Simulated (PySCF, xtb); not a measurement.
Si(F)2(OH)(SeH) (F2H2OSeSi), SMILES O[Si](F)(F)[SeH].

xtb with GFN2-xTB at its own geometry gives an orbital gap of 4.74 eV and a dipole moment of 3.04 D.

Geometry optimised at PBE0-D3(BJ)/def2-SVP. This is a generated structure with no PubChem entry under its InChIKey; it may be hypothetical. Other conformers were not sampled.

Question: What does PBE/def2-TZVP run with PySCF give? (Estimate from the structure and the level; the computed values follow.)

Answer: gap 5.41 eV (levels -6.58 and -1.17 eV), dipole 2.55 D.
